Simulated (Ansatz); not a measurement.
Basis sets compared for SiFCl3 (SiCl₃F). Charge 0, multiplicity 1. Geometry PBE-D4/def2-SVP. Ansatz on 4 threads of Arm Neoverse V2 on a shared host; times are rough, and most runs start from earlier orbitals.

| atom | x (Å) | y (Å) | z (Å) |
| --- | --- | --- | --- |
| Si1 | -0.0324 | -0.0486 | 0.0233 |
| F2 | -0.8661 | -1.3010 | 0.6202 |
| Cl3 | 1.1899 | 0.6715 | 1.4938 |
| Cl4 | -1.3611 | 1.3854 | -0.5710 |
| Cl5 | 1.0696 | -0.7073 | -1.5662 |

Binding counts from free atoms (Si triplet, F doublet, Cl doublet) in the same basis, without a counterpoise term.

```
                          level  functions  energy (Eh)  HOMO (eV)  LUMO (eV)  binding per atom (eV)  wall time
                      HF/STO-3G         41   -1747.5621     -11.79       5.44                   2.63      0.1 s
                       HF/6-31G         61   -1766.8250     -13.77       1.74                   1.67      0.2 s
                PBE-D4/def2-SVP         86   -1768.7444      -8.03      -1.40                   3.75      0.6 s
               PBE-D4/def2-TZVP        179   -1769.4650      -8.22      -1.76                   3.80      1.3 s
            r2SCAN-D4/def2-TZVP        179   -1770.1124      -8.61      -1.37                   3.77      3.1 s
               PBE0-D4/def2-SVP         86   -1768.8856      -9.57      -0.43                   3.64      0.9 s
PBE0-D4/def2-TZVP (with forces)        179   -1769.6002      -9.67      -0.74                   3.71        3 s
```

Problem. Estimate the rows for PBE-D4/def2-TZVPD, r2SCAN-D4/def2-TZVPD, PBE0-D4/def2-TZVPD.

Solution. 
```
               level  functions  energy (Eh)  HOMO (eV)  LUMO (eV)  binding per atom (eV)  wall time
   PBE-D4/def2-TZVPD        221   -1769.4676      -8.28      -1.96                   3.79      1.9 s
r2SCAN-D4/def2-TZVPD        221   -1770.1141      -8.64      -1.51                   3.77      4.4 s
  PBE0-D4/def2-TZVPD        221   -1769.6021      -9.71      -1.00                   3.71      3.3 s
```
